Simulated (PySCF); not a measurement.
C₂H₁₀N₂OSi, SMILES [C@H]([Si@H](N)O)(C)N.

Coordinates come from a r2SCAN-D4/def2-SVP optimisation. The structure was generated by enumeration; whether it is a known compound was not checked. Other conformers were not sampled.

Calculation: TDA-PBE/def2-SVPD (PySCF).

Vertical excitations. 

Computed UV-visible absorptions:
```json
[
 {"state": "S1", "energy (eV)": "5.37", "λ (nm)": "231", "f": "0.005", "main pairs": "HOMO→LUMO 100 %"},
 {"state": "S2", "energy (eV)": "5.70", "λ (nm)": "218", "f": "0.051", "main pairs": "HOMO−1→LUMO 98 %"},
 {"state": "S3", "energy (eV)": "6.25", "λ (nm)": "198", "f": "0.025", "main pairs": "HOMO→LUMO+1 97 %"},
 {"state": "S4", "energy (eV)": "6.36", "λ (nm)": "195", "f": "0.004", "main pairs": "HOMO−2→LUMO 97 %"},
 {"state": "S5", "energy (eV)": "6.52", "λ (nm)": "190", "f": "0.010", "main pairs": "HOMO→LUMO+2 91 %"},
 {"state": "S6", "energy (eV)": "6.54", "λ (nm)": "190", "f": "0.003", "main pairs": "HOMO−1→LUMO+1 96 %"},
 {"state": "T1", "energy (eV)": "5.21", "λ (nm)": "238", "f": "0", "main pairs": "HOMO→LUMO 99 %"},
 {"state": "T2", "energy (eV)": "5.50", "λ (nm)": "226", "f": "0", "main pairs": "HOMO−1→LUMO 98 %"}
]
```
Triplets are in the Tamm–Dancoff approximation.
